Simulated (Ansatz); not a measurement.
`N[P](N)[SnH3]`. Total charge 0; spin multiplicity 1. Sn takes the def2 core potential.

| atom | x (Å) | y (Å) | z (Å) |
| --- | --- | --- | --- |
| N1 | -0.803 | -0.210 | -1.585 |
| P2 | -0.446 | 0.943 | -0.382 |
| N3 | 1.228 | 1.262 | -0.321 |
| Sn4 | -0.526 | -0.623 | 1.571 |
| H5 | -0.271 | -1.064 | -1.671 |
| H6 | -1.060 | 0.162 | -2.487 |
| H7 | 1.544 | 2.048 | -0.867 |
| H8 | 1.906 | 0.514 | -0.316 |
| H9 | -2.084 | -1.294 | 1.759 |
| H10 | -0.073 | 0.169 | 3.013 |
| H11 | 0.585 | -1.907 | 1.286 |

(1) What are the harmonic wavenumbers in cm⁻¹ at PBE0-D4/def2-TZVP (Ansatz, finite differences of forces, unscaled)? (Estimate.)

(2) Is this a minimum?

(3) Give the ideal-gas thermochemistry at 298.15 K and 1 bar (rigid rotor, harmonic oscillator; point group Cs, symmetry number 1).

(4) And at 400, 500, 600, 800 and 1000 K?

(5) Rotational constants (cm⁻¹)?

Answers

(1) Computed: 53, 146, 161, 283, 327, 334, 405, 408, 444, 450, 503, 670, 719, 724, 811, 831, 936, 981, 1597, 1601, 1882, 1940, 1944, 3551, 3553, 3655, 3657.

(2) Yes, all 27 modes are real.

(3) Zero-point energy 194.8 kJ/mol; H(298) − E = 218.5 kJ/mol; entropy 372.0 J/(mol·K), of which translation 173.9, rotation 115.9, vibration 82.2; G(298) − E = 107.6 kJ/mol. Modes under 100 cm⁻¹ are hindered rotations or soft bends, so the harmonic entropy is rough.

(4) 
```csv
T (K),H − E (kJ/mol),S (J/mol/K),G − E (kJ/mol)
400,232.5,412.3,67.6
500,248.0,446.8,24.6
600,264.8,477.4,-21.6
800,301.4,530.0,-122.5
1000,341.1,574.2,-233.1
```

(5) 0.1881, 0.05186, 0.04484.
